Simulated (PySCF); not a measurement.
# Calculated NMR parameters of CO[C@@H]1C=CCC[Si@@H]1Cl

| Quantity | Value |
| --- | --- |
| Formula | C6H11ClOSi |
| SMILES | CO[C@@H]1C=CCC[Si@@H]1Cl |
| InChI | InChI=1S/C6H11ClOSi/c1-8-6-4-2-3-5-9(6)7/h2,4,6,9H,3,5H2,1H3/t6-,9-/m0/s1 |
| Point group of the computed structure | C1 |
| Degrees of unsaturation | 2 |
| Carbon signals | 6 |
| Proton signals | 9 |

Mapped SMILES: `[CH3:1][O:2][C@@H:3]1[CH:4]=[CH:5][CH2:6][CH2:7][Si@@H:8]1[Cl:9]` (H(Xn): hydrogen on atom n). Ha(C6), Ha(C7) are cis to O2 on the ring; Hb(C6), Hb(C7) are trans to O2 on the ring.

How the numbers were obtained: σ from GIAO-PBE0/pcSseg-1, geometry: GFN2-xTB, in PySCF 2.14.0 with density-fitted response routines (averaged over atoms made equivalent by symmetry, fast rotation or ring inversion, non-relativistic Hamiltonian, in vacuum, single conformer).

References, each an isolated molecule treated in the same way: TMS for ¹H and ¹³C and ²⁹Si; ¹⁷O against H2O.

| carbon | δC, type | δH (multiplicity) | HMBC from (2–3 bonds) | span of the C tensor (ppm) |
| --- | --- | --- | --- | --- |
| C1 | 61.2, CH3 | 3.58 (s) | H(C3) | 94 |
| C3 | 76.4, CH | 3.40 (m) | H(C4), H(C5), H(Si8), H(C1), Hb(C7), Ha(C7) | 60 |
| C4 | 139.3, CH | 6.46 (m) | H(C5), H(Si8), H(C3), Ha(C6), Hb(C6) | 211 |
| C5 | 135.0, CH | 6.19 (m) | H(C4), H(C3), Ha(C6), Hb(C6), Hb(C7), Ha(C7) | 217 |
| C6 | 24.7, CH2 | Ha(C6) 2.46 (m); Hb(C6) 1.69 (m) | H(C4), H(C5), H(Si8), Hb(C7), Ha(C7) | 22 |
| C7 | 15.0, CH2 | Ha(C7) 0.69 (m); Hb(C7) 1.11 (m) | H(C5), H(Si8), H(C3), Ha(C6), Hb(C6) | 32 |

Other nuclei:
```json
{"atoms": "H(Si8)", "nucleus": "¹H", "environment": "hydrogen on a silicon bonded to 2 C, Cl, in a 6-membered ring", "δ (ppm)": "5.25", "σ (ppm)": "26.47"}
{"atoms": "Si8", "nucleus": "²⁹Si", "environment": "silicon bonded to 2 C, Cl, H, in a 6-membered ring", "δ (ppm)": "-0.2", "σ (ppm)": "349.4"}
{"atoms": "O2", "nucleus": "¹⁷O", "environment": "ether oxygen", "δ (ppm)": "13.5", "σ (ppm)": "322.5"}
```

Carbon types of the structure: 3 × CH, 2 × CH2, 1 × CH3, leaving 1 H on heteroatoms. δC 139.3, 135.0: alkene CH; the olefinic region. δC 76.4: allylic sp3 CH bonded to O and Si; pulled downfield by the heteroatom. δC 61.2: methyl carbon bonded to O; the inductive effect lowers its shielding. δH 3.58: hydrogen on a methyl carbon bonded to O; its carbon carries O, which withdraws density. δH 3.40: hydrogen on an allylic sp3 CH bonded to O and Si; its carbon carries O, which withdraws density.

Shifts are as computed. Against solution values, carbons near 30 ppm lie about +3 ppm off and those near 130 ppm about +5 ppm. Of 1211 compounds with measured shifts, 218 miss one by over three times the rms of a fit or turn the order of signals round; such compounds aren't used in these exercises. Experimental scales use liquid or dissolved standards, which lie at an offset from isolated H2O (liquid H2O: subtract about 36 ppm). Multiplicities follow the n + 1 count of equivalent neighbours, as no J values were calculated; m marks all less simple cases, F and P coupling included.
